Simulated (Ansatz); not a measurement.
(HMg-mu-NH2)2 (Mg2N2H6). Total charge 0; singlet. Geometry relaxed at PBE0-D4/def2-SVP.

```
atom   x (Å)   y (Å)   z (Å)
 Mg1   0.134  -0.346   1.446
  H2   0.289  -0.745   3.108
  N3  -1.294  -0.675  -0.042
 Mg4  -0.133   0.344  -1.446
  H5  -0.285   0.739  -3.110
  N6   1.293   0.676   0.042
  H7  -2.224  -0.287   0.137
  H8  -1.503  -1.654  -0.256
  H9   1.496   1.656   0.257
 H10   2.226   0.294  -0.135
```

(1) Estimate the harmonic wavenumbers at RKS PBE0-D4/def2-SVP (Ansatz, unscaled). Is this a minimum?

## Answers

(1) 65, 270, 294, 307, 363, 384, 387, 438, 465, 508, 533, 554, 554, 626, 739, 744, 1557, 1561, 1564, 1571, 3513, 3514, 3573, 3574 cm⁻¹. Yes, no mode is imaginary beyond noise. Zero-point energy 165.4 kJ/mol. Hardware: 4 threads of Arm Neoverse V2 on a shared host. Wall time 38 s.
